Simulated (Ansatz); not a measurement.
Molecule: NbF (charge 0, quintet). The spin state was set by rule; other spins were not relaxed. 
Coordinates optimised at B3LYP-D3(BJ)/def2-TZVP (Ansatz, a first-principles code):
```
Nb
F 1 1.8876
```
Charge 0, spin multiplicity 5.

Basis-set convergence of Hartree-Fock and CCSD correlation energies (hartree) with Ansatz. Correlated levels leave the core frozen unless marked. Open shells are spin-unrestricted. No spin-orbit coupling. Frozen are the shells of the preceding noble gas and the d and f shells that filled before the atom's block. In def2 rows, elements after Kr have scalar-relativistic effective core potentials.

```
basis        functions       E(HF)  E(corr, CCSD)
-----------  ---------  ----------  -------------
def2-SVPD           57  -155.75047       -0.26059
def2-TZVPPD         96  -155.88665       -0.33154
def2-QZVPPD        147  -155.89235       -0.35640
```

Extrapolating the two largest sets (X = 3 and 4) as X^-3: E(corr) = (64·(-0.35640) - 27·(-0.33154))/37 = -0.3745 Eh, an estimate of the basis-set limit. The largest set recovers 95.2 % of it, the smallest 69.6 %.
